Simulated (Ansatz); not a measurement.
The molecule InNi, multiplicity 4 (an upper state: multiplicity 2 came lower at PBE0/def2-TZVPP). No spin–orbit coupling. Ni is treated without relativity.

Seven points along R, fitted to fifth degree in 1/R; most abundant isotopes. In def2 and cc sets the state is the lowest found near the PBE0 minimum, followed along R.

Programs: Ansatz (an electronic-structure program) with Gaussian orbitals. Each number belongs to the level named beside it. In def2 rows elements past Kr take small-core potentials, without spin–orbit coupling.

Energies at wB97X-V/def2-TZVPP:

| R (Å) | E (hartree) |
|---|---|
| 2.343878 | -1698.22293475 |
| 2.406885 | -1698.22511672 |
| 2.464852 | -1698.22612096 |
| 2.530380 | -1698.22639163 |
| 2.595908 | -1698.22599281 |
| 2.671517 | -1698.22496170 |
| 2.759727 | -1698.22327810 |

With a reduced mass of 38.5155 u, find the minimum, the force constant and the constants.

A fifth-degree polynomial in 1/R puts the minimum at r_e = 2.5206 Å with force constant 71.0 N/m. Then ω_e = (1/2πc)√(k/μ) = 177 cm⁻¹ and B_e = h/(8π²cμr_e²) = 0.06889 cm⁻¹; the cubic and quartic terms give α_e = 0.00054 and ω_e x_e = 1.3 cm⁻¹.
